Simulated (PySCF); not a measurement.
YOCl, SMILES [Y]([Cl])=[O].

The structure is a stationary point at PBE0-D3(BJ)/def2-TZVP. The def2 effective core potentials stand for the cores of Y; spin–orbit coupling is left out.

Two levels are set side by side: TDDFT-PBE/def2-TZVPD (PySCF) and TDDFT-B3LYP/def2-TZVPD (PySCF). Vertical, same geometry. The lowest singlet is HOMO→LUMO 100 % with PBE and HOMO→LUMO 98 % with the other functional; states are paired by order. Differences are taken from unrounded values.

| quantity | TDDFT-B3LYP |
|---|---|
| lowest singlet excitation (eV) | 2.99 |
| lowest triplet excitation (TDA) (eV) | 2.88 |

### Question
What does TDDFT-PBE give, and how far is it from TDDFT-B3LYP? (The exact figures need the calculation; the answer reports its results.)

### Answer

| quantity | TDDFT-PBE | TDDFT-PBE minus TDDFT-B3LYP |
|---|---|---|
| lowest singlet excitation (eV) | 2.62 | -0.36 |
| lowest triplet excitation (TDA) (eV) | 2.53 | -0.36 |

Functionals without exact exchange tend to place singlet excitations lower, as here. Differences between two approximate levels are no errors against the true value.

Rough cost on one machine, each run with all the roots and properties that it gave: TDDFT-B3LYP against TDDFT-PBE about 4 times.
